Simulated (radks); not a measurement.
Tl3+, 78 electrons, occupied as [Kr] 4d10 4f14 5s2 5p5.75 5d10 6p0.25 (fractional occupations, a model configuration). Method: scalar-relativistic Kohn-Sham, LDA (Slater exchange, Perdew-Zunger correlation), spin-polarised, spherical densities, finite nucleus; open shells are filled with parallel spins first (spin-orbit coupling, left out, can overturn this in heavy ions); Fermi nuclear charge, rms radius 5.4759 fm; computed with a radial shooting solver on a logarithmic mesh with Libxc functionals.

Normalised radial functions P(r) = r R(r), r in bohr:

r,6p up
0.0006214,0.0004
0.0009804,0.0010
0.001535,0.0020
0.002421,0.0042
0.00379,0.0086
0.005979,0.0176
0.009358,0.0340
0.01476,0.0615
0.0233,0.0958
0.03646,0.1115
0.05753,0.0564
0.09004,-0.0837
0.1421,-0.1499
0.2223,0.0634
0.3508,0.2173
0.5535,-0.1448
0.8663,-0.3391
1.367,0.1975
2.139,0.7045
3.375,0.5127
5.283,0.1156
8.335,0.0050

6p up: eigenvalue -25.552 eV, 4 radial nodes at r = 0.0703, 0.202, 0.482, 1.20 bohr, <r> = 2.63 bohr, 90 % of the charge inside 3.78 bohr.
